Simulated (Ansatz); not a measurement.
A run for Ansatz (a quantum-chemistry and plane-wave program): R-B3LYP/def2-TZVPP on O2 (SMILES O=O), 2S+1 = 1, a spin state set in the input, which need not be the lowest, at the other state's geometry.

Ansatz 0.2 input:
```yaml
crystal:
  periodic: [false, false, false]
  atoms:
    - {symbol: O, position_ang: [-0.00000000, -0.00000000, -0.60212665]}
    - {symbol: O, position_ang: [0.00000000, 0.00000000, 0.60212665]}
basis:
  gaussian:
    orbitals: def2-TZVPP
hamiltonian:
  xc: {name: B3LYP}
```

The head of its log:

```
WARN ansatz: RAYON_NUM_THREADS=2 ignored (pool sized by the plan → 2); use --threads N
Functional definition: B3LYP
integrals: 0.01 GiB planned
302 factors; their error is unknown
mean field: 0.11 GiB planned
mean field evaluation 1: about -4090.1871 eV, gradient 1.8e1 eV
mean field evaluation 2: about -4090.4244 eV, gradient 1.2e1 eV
```

### Question
Predict the final total energy.

### Answer
-150.3281 hartree.
